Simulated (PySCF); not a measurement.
Compound: C₇H₁₀N (doublet state).
Z-matrix (Å and degrees, GFN2-xTB geometry), rows numbered from 1:
```
C 
N   1  1.4040
C   2  1.3832  1  118.28
C   3  1.5548  2  117.33  1  -151.10
C   4  1.5330  3  103.09  2   -50.18
C   5  1.5158  4   85.63  3   -69.67
C   6  1.5007  5   91.97  4   -20.67
C   7  1.4957  4   85.86  3    22.04
H   1  1.0986  2  108.89  3  -109.41
H   1  1.0952  2  108.66  3   135.70
H   1  1.1017  2  114.67  3    12.35
H   3  1.1061  2  114.35  1   -17.77
H   4  1.0838  3  119.02  2    87.95
H   5  1.0877  4  115.70  3    48.65
H   5  1.0880  4  112.62  3   177.90
H   6  1.0771  5  127.30  4  -165.44
H   7  1.0724  4  133.03  3  -126.19
H   8  1.0768  3  124.68  2   -76.96
```

The hyperfine couplings belong to this conformer and change with its torsions.

The species is `[C@@H]1([N]C)[C@@H]2C[C@H]3[C@@H]2[C@@H]13` [radical].

Computed with UKS B3LYP, pcH-1 on C H N, non-relativistic, mean-field spin-orbit, GIAO (PySCF). The structure is a single GFN2-xTB conformer in the gas phase; no vibrational or solvent corrections. Couplings are sensitive to structure, and on GFN2-xTB geometries they can be far from those on DFT ones. The SCF solution wasn't tested for stability.

Principal values of hyperfine tensors in MHz (contact and dipolar terms together), for some of the nuclei:

| atom | isotope | A1 | A2 | A3 |
| --- | --- | --- | --- | --- |
| H9 | 1H | 155.19 | 158.12 | 171.91 |
| C8 | 13C | 93.92 | 94.85 | 124.22 |
| H10 | 1H | 93.89 | 95.51 | 110.29 |
| C4 | 13C | 40.15 | 40.76 | 54.82 |
| C1 | 13C | -38.72 | -34.25 | -30.76 |
| N2 | 14N | -6.86 | -6.69 | 114.36 |
| H12 | 1H | 10.53 | 11.75 | 24.32 |
| H11 | 1H | 1.84 | 2.08 | 15.55 |

**Question.** Give the isotropic coupling of each nucleus in MHz and in mT (g = 2.0044), and the anisotropic part.

**Answer.** a_iso is a third of the trace, T = A − a_iso, and a(mT) = a(MHz)/(g × 13.996).

| atom | a_iso (MHz) | a_iso (mT) | T1 | T2 | T3 |
| --- | --- | --- | --- | --- | --- |
| H9 | 161.74 | 5.765 | -6.55 | -3.62 | 10.17 |
| C8 | 104.33 | 3.719 | -10.41 | -9.48 | 19.89 |
| H10 | 99.90 | 3.561 | -6.01 | -4.38 | 10.39 |
| C4 | 45.24 | 1.613 | -5.09 | -4.49 | 9.57 |
| C1 | -34.58 | -1.233 | -4.15 | 0.33 | 3.81 |
| N2 | 33.60 | 1.198 | -40.47 | -40.30 | 80.76 |
| H12 | 15.53 | 0.554 | -5.00 | -3.78 | 8.78 |
| H11 | 6.49 | 0.231 | -4.65 | -4.41 | 9.06 |

**Question.** What spin density at the nucleus of H9 lies behind its contact coupling (g_N = 5.58569)?

**Answer.** a_FC = 800.24 MHz bohr³ × g_N × ρ(0)/(2S). With a_FC = 161.74 MHz and 2S = 1, ρ(0) = 0.03618 bohr⁻³. In magnitude that is 11.4 % of the 1/π = 0.318 of a free hydrogen atom.

**Question.** C3 (13C, g_N = 1.40482) isn't in the table. Its spin density at the nucleus is -0.03332 bohr⁻³. What is its contact coupling?

**Answer.** By the same relation, a_FC = -37.5 MHz. Its full tensor has the principal values -40.65, -40.03, -31.69 MHz.

**Question.** Which nucleus of the table has the largest anisotropic coupling, and what is its form?

**Answer.** N2: -40.5, -40.3, 80.8 MHz, axial, in the ratio −1:−1:+2, the form that spin in one p orbital centred on that nucleus gives.

**Question.** What first-order splitting does H9 cause when the field lies along A1, A2 or A3 of its tensor (g taken as isotropic, no quadrupole term)?

**Answer.** 2 lines (I = 1/2), spaced by |A_i|/(g × 13.996): 5.53, 5.64, 6.13 mT along the axes of A1, A2 and A3.
